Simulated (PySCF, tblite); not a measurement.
Species: C5H14SSi2.
Cartesian coordinates in Å at the GFN2-xTB level; atoms count from 1:
```xyz
22
C5H14SSi2 angstrom
C     -4.280    0.634    0.997
C     -3.689   -0.094   -0.211
C     -2.327   -0.625    0.098
C     -1.210   -0.274   -0.527
Si     0.482   -0.949   -0.111
S      1.857    0.617   -0.652
Si     3.775   -0.269   -0.267
C      5.050    1.111   -0.452
H     -3.657    1.484    1.266
H     -4.340   -0.034    1.853
H     -5.280    0.995    0.770
H     -4.344   -0.929   -0.477
H     -3.639    0.586   -1.063
H     -2.287   -1.336    0.914
H     -1.274    0.448   -1.333
H      0.654   -1.229    1.313
H      0.834   -2.137   -0.891
H      3.971   -1.340   -1.243
H      3.756   -0.825    1.084
H      6.058    0.714   -0.379
H      4.928    1.863    0.322
H      4.953    1.610   -1.412
```

Method used: PBE0/pcSseg-1 in PySCF (dipole) on a GFN2-xTB geometry, gas phase.

Masses are those of the commonest isotopes; rigid-rotor values at the optimised geometry. The values belong to one conformer with, in the numbering `[CH3:1][CH2:2]/[CH:3]=[CH:4]/[SiH2:5][S:6][SiH2:7][CH3:8]`, C1–C2–C3–C4 -119°, C3–C4–Si5–S6 -152°, C4–Si5–S6–Si7 -177°, Si5–S6–Si7–C8 -171°.

(1) What are A, B and C (MHz)?

(2) What kind of rotor is it?

(3) Is it planar, by Δ = Ic − Ia − Ib?

(4) List the rotational levels J(Ka,Kc) to J = 2 (K).

(5) Predict some low-J microwave lines.

(6) Estimate the classical rotational partition function at 50 K, 100 K and 500 K.

Results:

(1) Ia = 116.03, Ib = 1489.17, Ic = 1539.69 u·Å²; 505379 MHz·u·Å²/I gives A = 4356, B = 339.4, C = 328.2 MHz.

(2) A near-prolate asymmetric top. Ray's parameter κ = (2B − A − C)/(A − C) = -0.994; −1 is the prolate and +1 the oblate limit.

(3) Not planar: Δ = Ic − Ia − Ib = -65.52 u·Å². For a rigid frame Δ = −2 Σ m c², so Σ m c² = 32.76 u·Å² lies off the ab plane: 15.76 from hydrogen and 17.00 from heavier atoms. The atom farthest from that plane is 1.58 Å away.

(4) Above 0(0,0), as E/k:
J = 1: 1(0,1) 0.032, 1(1,1) 0.225, 1(1,0) 0.225
J = 2: 2(0,2) 0.096, 2(1,2) 0.288, 2(1,1) 0.290, 2(2,1) 0.868, 2(2,0) 0.868
The levels of one J sum to (2J + 1)J(J + 1)(A + B + C)/3.

(5) The dipole components are |μa| = 0.71 D, |μb| = 0.67 D, |μc| = 0.51 D. The squared components, which scale the intensities, stand as 1.00 : 0.91 : 0.52 (a : b : c). Some lines, for components of 0.1 D or more:

```tsv
type	branch	J(Ka,Kc)	MHz	lower level (cm⁻¹)
a	R	3(1,3) ← 2(1,2)	1986	0.200
c	Q	3(1,3) ← 3(0,3)	3988	0.134
b	Q	1(1,0) ← 1(0,1)	4027	0.022
c	R	1(1,0) ← 0(0,0)	4695	0.000
c	Q	4(2,3) ← 4(1,3)	12010	0.359
b	Q	4(2,2) ← 4(1,3)	12010	0.359
b	Q	3(2,1) ← 3(1,2)	12032	0.269
b	R	3(2,2) ← 2(1,1)	14051	0.202
b	R	3(2,1) ← 2(1,2)	14085	0.200
b	R	4(3,1) ← 3(2,2)	22779	0.670
```

(6) Point group C1, symmetry number σ = 1; q = (√π/σ)·√((kT/h)³/(ABC)), k/h = 20836.6 MHz/K: 85600 at 50 K, 242000 at 100 K, 2710000 at 500 K.

Its lowest GFN2-xTB frequency is 10 cm⁻¹, too small to tell a flat minimum from a shallow saddle. Zero-point vibration and centrifugal distortion are left out. A rigid rotor knows nothing of internal rotation, which can split or shift real lines.
